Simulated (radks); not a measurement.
Task: Nd IV, 57 electrons, occupied as [Xe] 4f2.5 5d0.5 (fractional occupations, a model configuration). Method: Dirac Kohn-Sham, BLYP, spin-unpolarised, spherical densities, finite nucleus; open shells fill j = l - 1/2 first; Fermi nuclear charge, rms radius 4.9123 fm; computed with a radial shooting solver on a logarithmic mesh with Libxc functionals. Some entries of the table are withheld. Estimate them.

orbital,occ.,eigenvalue (eV),<r> (bohr)
1s1/2,2,-43396.41,0.02363
2s1/2,2,-7045.124,0.1005
2p1/2,2,(1),0.08421
2p3/2,4,(2),0.09063
3s1/2,2,-1556.495,0.2660
3p1/2,2,-1395.165,0.2557
3p3/2,4,-1291.375,0.2681
3d3/2,4,-1010.102,0.2395
3d5/2,6,-987.6738,0.2434
4s1/2,2,-337.1376,0.6057
4p1/2,2,-276.1424,0.6215
4p3/2,4,-253.3961,0.6493
4d3/2,4,-152.9634,(3)
4d5/2,6,-148.9083,(4)
5s1/2,2,-69.0032,1.423
5p1/2,2,-51.7571,1.576
5p3/2,4,-48.2424,1.652
4f5/2,2.5,-34.0343,0.9373
4f7/2,0,-33.5488,0.9459
5d3/2,0.5,-25.1380,2.229
5d5/2,0,-24.7652,2.260

Result: 
(1) 2p1/2 eigenvalue (eV): -6667.587
(2) 2p3/2 eigenvalue (eV): -6147.395
(3) 4d3/2 <r> (bohr): 0.6953
(4) 4d5/2 <r> (bohr): 0.7051
